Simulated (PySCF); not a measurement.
FOS, SMILES O=[S]F (connectivity only; charge and spin as stated), charge -1, multiplicity 1.

Coordinates come from a PBE0-D3(BJ)/def2-TZVPD optimisation. The multiplicity is an assumed one; other spin states were not compared. The isomer is the one that the SMILES or the coordinates give; other isomers of the formula were not compared.

Computed with B3LYP/def2-TZVPD (PySCF).

Symmetry labels are those of the subgroup Cs that the program uses (full group Cs).

Computed valence orbital energies around the gap with their symmetry:
```json
[
 {"orbital": "HOMO−7", "symmetry": "A'", "energy (eV)": "-11.53"},
 {"orbital": "HOMO−6", "symmetry": "A'", "energy (eV)": "-7.02"},
 {"orbital": "HOMO−5", "symmetry": "A'", "energy (eV)": "-6.08"},
 {"orbital": "HOMO−4", "symmetry": "A\"", "energy (eV)": "-5.98"},
 {"orbital": "HOMO−3", "symmetry": "A'", "energy (eV)": "-4.12"},
 {"orbital": "HOMO−2", "symmetry": "A\"", "energy (eV)": "-3.81"},
 {"orbital": "HOMO−1", "symmetry": "A'", "energy (eV)": "-2.64"},
 {"orbital": "HOMO", "symmetry": "A\"", "energy (eV)": "0.96"},
 {"orbital": "LUMO", "symmetry": "A'", "energy (eV)": "4.01"},
 {"orbital": "LUMO+1", "symmetry": "A'", "energy (eV)": "4.17"},
 {"orbital": "LUMO+2", "symmetry": "A\"", "energy (eV)": "4.45"},
 {"orbital": "LUMO+3", "symmetry": "A'", "energy (eV)": "4.64"}
]
```
